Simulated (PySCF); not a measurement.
chlorobenzene (C6H5Cl), SMILES Clc1ccccc1.

The structure is a stationary point at PBE-D3(BJ)/def2-SVP.

These are PySCF with PBE-D3(BJ)/def2-SVP values and carry that method's errors.

Frequencies are harmonic and unscaled.

### Question
Give all harmonic wavenumbers and intensities. (An estimate is asked for; the answer gives what the named calculation found.)

### Answer

| mode | ν (cm⁻¹) | IR (km/mol) | moving atoms (share of kinetic energy) |
|---|---|---|---|
| 1 | 183 | 0.2 | C 70 %, Cl 16 %, H 14 % |
| 2 | 291 | 0.2 | C 60 %, Cl 28 %, H 12 % |
| 3 | 406 | 0.0 | C 71 %, H 29 % |
| 4 | 410 | 3.7 | Cl 56 %, C 40 % |
| 5 | 471 | 7.0 | C 73 %, H 26 % |
| 6 | 605 | 0.3 | C 92 %, H 8 % |
| 7 | 691 | 23.4 | C 55 %, H 45 % |
| 8 | 699 | 21.4 | C 82 %, Cl 10 % |
| 9 | 735 | 37.5 | H 58 %, C 42 % |
| 10 | 815 | 0.0 | H 79 %, C 21 % |
| 11 | 891 | 1.8 | H 71 %, C 29 % |
| 12 | 955 | 0.0 | H 71 %, C 29 % |
| 13 | 981 | 0.0 | H 75 %, C 25 % |
| 14 | 982 | 6.5 | C 91 %, H 8 % |
| 15 | 1021 | 7.1 | C 60 %, H 40 % |
| 16 | 1062 | 7.9 | H 69 %, C 31 % |
| 17 | 1082 | 41.8 | C 71 %, H 27 % |
| 18 | 1134 | 0.1 | H 95 % |
| 19 | 1146 | 0.5 | H 89 %, C 11 % |
| 20 | 1267 | 0.2 | H 74 %, C 26 % |
| 21 | 1371 | 0.0 | C 97 % |
| 22 | 1431 | 4.1 | C 64 %, H 36 % |
| 23 | 1458 | 45.1 | C 63 %, H 37 % |
| 24 | 1599 | 3.4 | C 93 % |
| 25 | 1601 | 23.9 | C 92 % |
| 26 | 3115 | 0.3 | H 92 % |
| 27 | 3123 | 6.4 | H 92 %, C 8 % |
| 28 | 3136 | 9.0 | H 91 %, C 9 % |
| 29 | 3144 | 3.4 | H 91 %, C 9 % |
| 30 | 3146 | 0.9 | H 91 %, C 9 % |
